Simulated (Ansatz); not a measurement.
CH9N3OSn (`C[O][Sn]([NH2])([NH2])[NH2]`). Total charge 0; spin multiplicity 1. Sn takes the def2 core potential. All single points use the PBE0-D4/def2-TZVP geometry. It is one conformer, not always the lowest.

```xyz
15

C    -0.834   -1.764    1.362
O    -1.251   -0.689    0.555
Sn    0.066    0.419   -0.378
N    -1.014    1.153   -1.915
N     1.547   -0.736   -1.075
N     0.866    1.646    1.013
H    -1.714   -2.362    1.618
H    -0.374   -1.421    2.298
H    -0.116   -2.418    0.850
H    -0.992    2.162   -1.984
H    -1.984    0.869   -1.840
H     1.647   -0.726   -2.080
H     2.449   -0.594   -0.642
H     1.528    2.320    0.654
H     0.177    2.140    1.565
```

**Question.** What is the dipole moment at r2SCAN/def2-TZVPP? (Estimate.)

**Answer.** The calculation gave: 2.50 D, with components (1.01, 2.26, -0.33) D in this frame, pointing from negative to positive charge.

**Question.** And with PBE, B3LYP, ωB97M-V? (Best estimate.)

**Answer.** Ansatz gave: PBE 2.43 D, B3LYP 2.52 D, ωB97M-V 2.58 D.

**Question.** Give the Mulliken charges with r2SCAN, ωB97M-V, PBE in def2-TZVPP. (Estimate.)

**Answer.** Ansatz gave: 
```csv
atom,r2SCAN,ωB97M-V,PBE
C1,0.02,-0.17,-0.13
O2,-0.58,-0.56,-0.51
Sn3,1.24,1.21,1.11
N4,-0.59,-0.51,-0.55
N5,-0.61,-0.53,-0.57
N6,-0.57,-0.50,-0.53
H7,0.05,0.11,0.09
H8,0.05,0.11,0.09
H9,0.06,0.12,0.09
H10,0.15,0.11,0.14
H11,0.17,0.13,0.16
H12,0.17,0.13,0.16
H13,0.16,0.12,0.15
H14,0.15,0.11,0.14
H15,0.16,0.12,0.15
```

B3LYP here is the variant with VWN-RPA as its local correlation; programs differ in this.
